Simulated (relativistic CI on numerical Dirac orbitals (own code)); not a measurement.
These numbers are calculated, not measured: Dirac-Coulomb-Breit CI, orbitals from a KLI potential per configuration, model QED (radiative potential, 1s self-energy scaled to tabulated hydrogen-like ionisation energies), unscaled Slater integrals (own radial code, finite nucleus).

CI space (outside the closed core [Ne]): 3s2 3p6 3d2, 3s2 3p5 3d3, 3s 3p6 3d3, 3s2 3p6 3d 4s, 3s2 3p6 3d 4p, 3s2 3p6 3d 4d, 3s2 3p6 4s2, 3s2 3p6 3d 4f, 3s2 3p6 4s 4p, 3s2 3p5 3d2 4s, 3s2 3p6 4p2, 3s2 3p6 3d 5s, 3s2 3p6 4s 4d, 3s2 3p6 3d 5p, 3s2 3p5 3d2 4p, 3s2 3p6 4p 4d, 3s2 3p6 3d 5d, 3s2 3p6 3d 5f, 3s2 3p6 3d 5g, 3s2 3p5 3d2 4d, 3s2 3p6 4d2, 3s2 3p6 3d 6s, 3s2 3p6 3d 6p, 3s 3p6 3d2 4s, 3s2 3p6 3d 6d, 3s2 3p5 3d2 4f, 3p6 3d4, 3p5 3d5. Double excitations out of closed p, d and f shells are left out; levels of such configurations are missing from the list, as are those of other unlisted configurations, and high levels can miss mixing partners. These lack a partner that the ground configuration has and come out too high: 3s2 3p5 3d2 4s, 3s2 3p5 3d2 4p, 3s2 3p5 3d2 4d, 3s2 3p5 3d2 4f.

At this charge energies of transitions that change n are usually good to better than 1 %, and those within a shell (Δn = 0) to a few per cent. Terms inside the open d or f shell come out 10 to 20 % too wide with unscaled integrals.

Outline of the computed level scheme of Ga XII. Lowest level of each configuration: 3s2 3p6 3d2 3F_2 at 0.0000 eV; 3s2 3p5 3d3 5S°_2 at 70.3130 eV.

Some strong electric-dipole decays among the lowest 45 levels: 3s2 3p5 3d3 3G°_3 → 3s2 3p6 3d2 3F_2 (2.6e+09 s⁻¹); 3s2 3p5 3d3 3D°_3 → 3s2 3p6 3d2 1D_2 (1.9e+09 s⁻¹); 3s2 3p5 3d3 3G°_4 → 3s2 3p6 3d2 3F_3 (1.8e+09 s⁻¹); 3s2 3p5 3d3 3G°_5 → 3s2 3p6 3d2 3F_4 (1.4e+09 s⁻¹); 3s2 3p5 3d3 3H°_5 → 3s2 3p6 3d2 3F_4 (1.3e+09 s⁻¹); 3s2 3p5 3d3 1G°_4 → 3s2 3p6 3d2 3F_3 (1.2e+09 s⁻¹).

LS names give the leading component of a level, which can be under half, so a name can repeat, a term be missing and a line seem to break the LS rules.
